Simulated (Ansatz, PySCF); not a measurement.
W(O)3 anion (O3W), SMILES [O]=[W](=[O])=[O] (connectivity only; charge and spin as stated), charge -1, multiplicity 2. Atoms are numbered in the order given.

```xyz
4

W      0.0000     0.0000     0.2749
O      1.4961    -0.8638    -0.1035
O     -1.4961    -0.8638    -0.1035
O      0.0000     1.7276    -0.1034
```
Charge -1, spin multiplicity 2.

The structure is a stationary point at B3LYP-D3(BJ)/def2-SVPD. The multiplicity is an assumed one; other spin states were not compared. The isomer is the one that the SMILES or the coordinates give; other isomers of the formula were not compared. The def2 effective core potentials stand for the cores of W; spin–orbit coupling is left out.

Two levels are set side by side: PBE-D3(BJ)/def2-SVPD (Ansatz, a first-principles code) and B3LYP-D3(BJ)/def2-SVPD (Ansatz). Each level has its own optimised geometry; the coordinates shown are those of the second. Frequencies come from the Hessian of PySCF at each geometry. Differences are taken from unrounded values.

| quantity | B3LYP-D3(BJ) |
|---|---|
| mean bond length (Å) | 1.768 |
| bond W1–O2 (Å) | 1.768 |
| bond W1–O3 (Å) | 1.768 |
| bond W1–O4 (Å) | 1.768 |
| highest harmonic wavenumber (cm⁻¹) | 942 |
| mean harmonic wavenumber (cm⁻¹) | 576 |
| zero-point energy (kcal/mol) | 4.94 |

Q: What does PBE-D3(BJ) give, and how far is it from B3LYP-D3(BJ)? (An estimate is asked for; the answer gives what the named calculation found.)

A: 
```tsv
quantity	PBE-D3(BJ)	PBE-D3(BJ) minus B3LYP-D3(BJ)
mean bond length (Å)	1.774	0.005
bond W1–O2 (Å)	1.774	0.005
bond W1–O3 (Å)	1.774	0.005
bond W1–O4 (Å)	1.774	0.005
highest harmonic wavenumber (cm⁻¹)	915	-27
mean harmonic wavenumber (cm⁻¹)	566	-9
zero-point energy (kcal/mol)	4.86	-0.08
```

Exact exchange shortens and stiffens bonds; PBE has none. Differences between two approximate levels are no errors against the true value.
